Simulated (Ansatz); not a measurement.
`C[C](=N)[SnH3]` → `C[N]1[CH2][SnH2]1`  (isomerisation)

Gas-phase electronic energies from Ansatz, PBE0-D4/def2-TZVP geometries. CCSD(T)/CBS adds triple-zeta CCSD(T) − MP2 to the extrapolated MP2 energy (def2 sets, frozen cores). Functionals use def2-TZVPP. B3LYP here is the variant with VWN-RPA as its local correlation; programs differ in this. Elements past krypton have def2 core potentials. For Sn outer-core shells are correlated without core-valence functions, which leaves a few kJ/mol of doubt a bond. Each species was taken in one conformer, which may not be the lowest.

CCSD(T)/CBS gives +13.8 kcal/mol.

Task: Another level gave +15.2 kcal/mol. Which?
A. B2PLYP/def2-TZVPP
B. PBE0/def2-TZVPP
C. B3LYP-D4/def2-TZVPP
D. CCSD/def2-TZVPP

Result: D. CCSD/def2-TZVPP 15.2, B3LYP-D4 9.3, B2PLYP 11.9, PBE0 13.1 kcal/mol.

Largest T1 diagnostic among the species: 0.015.

From PBE to PBE0 (25 % exact exchange), in def2-TZVPP and without D4, ΔE moves by +2.6 kcal/mol.
